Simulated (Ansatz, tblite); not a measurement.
Cost and result up the ladder for Si(tBu)2Me2 (C₁₀H₂₄Si) (35 atoms). Total charge 0; singlet. Geometry: PBE-D4/def2-SVP.

```
atom   x (Å)   y (Å)   z (Å)
 Si1   0.266  -0.167   0.613
  C2  -1.518  -0.724   0.069
  C3  -2.319   0.443  -0.536
  C4  -2.254  -1.226   1.329
  C5  -1.444  -1.879  -0.948
  H6  -3.366   0.127  -0.744
  H7  -2.372   1.316   0.148
  H8  -1.889   0.794  -1.496
  H9  -2.411  -0.419   2.072
 H10  -1.709  -2.050   1.836
 H11  -3.258  -1.621   1.054
 H12  -0.914  -2.762  -0.536
 H13  -0.930  -1.588  -1.885
 H14  -2.470  -2.213  -1.225
 C15   1.247   0.893  -0.692
 C16   0.711   2.337  -0.739
 C17   1.177   0.272  -2.098
 C18   2.723   0.934  -0.244
 H19   1.302   2.944  -1.462
 H20  -0.349   2.386  -1.061
 H21   0.785   2.841   0.247
 H22   0.150   0.294  -2.515
 H23   1.523  -0.783  -2.110
 H24   1.827   0.837  -2.804
 H25   3.195  -0.069  -0.264
 H26   2.843   1.343   0.782
 H27   3.312   1.589  -0.926
 C28   1.272  -1.731   1.004
 H29   2.202  -1.478   1.552
 H30   1.562  -2.281   0.085
 H31   0.690  -2.428   1.641
 C32   0.123   0.857   2.208
 H33  -0.199   0.223   3.058
 H34  -0.609   1.684   2.108
 H35   1.100   1.306   2.480
```

Ansatz on 4 threads of Arm Neoverse V1 on a shared host; xTB runs through tblite on one thread. Times are rough, summed over both states, and most runs start from the orbitals of an earlier one. PBE0-D4/def2-SVP serves as the yardstick here, not as an exact answer. The other state is a doublet.

The xTB rows come from tblite.

Raw xTB energies of ions are shifted by several eV.

```
           level  functions  wall time  vertical IE (eV)  difference from PBE0-D4/def2-SVP (eV)
        GFN2-xTB         73    0.042 s             12.23                                   3.54
        GFN1-xTB         97    0.058 s             13.23                                   4.54
 PBE-D4/def2-SVP        278       20 s              8.32                                  -0.38
PBE0-D4/def2-SVP        278       57 s              8.70                                   0.00
```
